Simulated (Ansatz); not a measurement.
```yaml
crystal:
  periodic: [false, false, false]
  atoms:
    - {symbol: Nd, position_ang: [-0.002818, -0.003838, -0.371872]}
    - {symbol: N, position_ang: [2.172333, 0.414263, -0.075223]}
    - {symbol: H, position_ang: [2.972454, -0.235890, -0.057175]}
    - {symbol: H, position_ang: [2.564981, 1.322138, 0.219205]}
    - {symbol: N, position_ang: [-1.446730, 1.674827, -0.069014]}
    - {symbol: H, position_ang: [-2.427379, 1.573114, 0.235692]}
    - {symbol: H, position_ang: [-1.274300, 2.691599, -0.062723]}
    - {symbol: N, position_ang: [-0.728105, -2.093029, -0.049265]}
    - {symbol: H, position_ang: [-0.138735, -2.883921, 0.254658]}
    - {symbol: H, position_ang: [-1.691681, -2.459263, -0.024274]}
basis:
  gaussian: {orbitals: def2-SVP, final_grid: {core_spheres: 20, valence_spheres: 16, degree: 47}}
total_charge: -1
hamiltonian: {xc: {name: wB97}}
scf: {omitted_lower_state_checks: [starts]}
output: {forces: true}
```

```sh
$ ansatz run in.yaml --threads 4 --pin off --events-out ev --progress --plain --max-ram 8704MiB
```

It prints (some lines left out):

```
Functional definition: wB97
1498 factors; their error is unknown
392 factors; integrals over basis functions are off by at most 8.3e-5 eV
mean field evaluation 1: about -19712.8229 eV, gradient 2.3e2 eV
mean field evaluation 2: about -15780.7003 eV, gradient 2.0e3 eV
mean field evaluation 4: about -18032.4696 eV, gradient 1.3e3 eV
mean field evaluation 8: about -19831.9778 eV, gradient 6.0e1 eV
mean field evaluation 16: about -19837.6458 eV, gradient 1.0e-1 eV
mean field evaluation 32: about -19837.6591 eV, gradient 2.7e-5 eV
mean field -19837.65907525 eV, -729.0205245672 hartree, gradient 8.1e-8 eV, S^2 0.000000; 0 other end points of the search recorded, 0 dependent functions left out
reference -19837.65905397 eV, -729.0205237852 hartree; 30, 30 occupied and 120, 120 virtual orbitals, 1498 factors
Total energy: -19837.65905397 eV, -729.0205237852 hartree
Atom 0 at    -0.002818    -0.003838    -0.371872 Å, force    -0.004610    -0.006777    -0.732666 eV/Å
Atom 1 at     2.172333     0.414263    -0.075223 Å, force     1.437263     0.273588     0.328384 eV/Å
Atom 2 at     2.972454    -0.235890    -0.057175 Å, force    -0.222137     0.288909     0.013572 eV/Å
Atom 3 at     2.564981     1.322138     0.219205 Å, force    -0.053539    -0.339808    -0.103533 eV/Å
Atom 4 at    -1.446730     1.674827    -0.069014 Å, force    -0.948725     1.116886     0.330282 eV/Å
Atom 5 at    -2.427379     1.573114     0.235692 Å, force     0.320875     0.118492    -0.107480 eV/Å
Atom 6 at    -1.274300     2.691599    -0.062723 Å, force    -0.141795    -0.339126     0.018763 eV/Å
Atom 7 at    -0.728105    -2.093029    -0.049265 Å, force    -0.479371    -1.377571     0.348534 eV/Å
Atom 8 at    -0.138735    -2.883921     0.254658 Å, force    -0.268663     0.217685    -0.107376 eV/Å
Atom 9 at    -1.691681    -2.459263    -0.024274 Å, force     0.360701     0.047720     0.011520 eV/Å
Dipole moment:     0.001296     0.001981     0.100780 e Å
Checks for a lower state left out: starts
```

It took 37 s on 4 threads of Arm Neoverse V2 on a shared host.

In the def2 sets Nd takes a core potential; there is no spin–orbit coupling. With an open 4f shell the SCF may have ended on a state above the lowest. The highest occupied level of an anion often lies above zero with these methods, and sets without diffuse functions describe the outer electron poorly. This restricted singlet of an open-shell metal wasn't tested against broken symmetry or higher spin.

The dipole of an ion depends on the origin.
